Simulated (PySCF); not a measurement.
## Removal energies of C²⁺ from EOM-IP-GCCSD

Reference: closed-shell C²⁺, [He] 2s2; one electron is removed. Calculated with PySCF 2.14, two-component X2C-1e with screened spin-orbit coupling, an even-tempered Gaussian basis (19 s from 0.015 bohr⁻², ratio 2.6; 12 p from 0.019 bohr⁻², ratio 2.6; 9 d from 0.02 bohr⁻², ratio 2.8; 5 f from 1.1 bohr⁻², ratio 2.8); frozen nothing; the 30 highest virtual spinors dropped; of the others 56 kept and the rest restored at second order. No Breit or QED terms. Binding energies in eV.

```json
{"level": "2s1/2", "Koopmans": "46.117", "second order": "47.181", "EOM-CCSD": "47.925"}
```

For comparison, the ionisation energy of C²⁺ is 47.888 eV (measured; NIST Atomic Spectra Database, ionization energies).

The screened spin-orbit operator tends to give fine-structure splittings of light species too large.
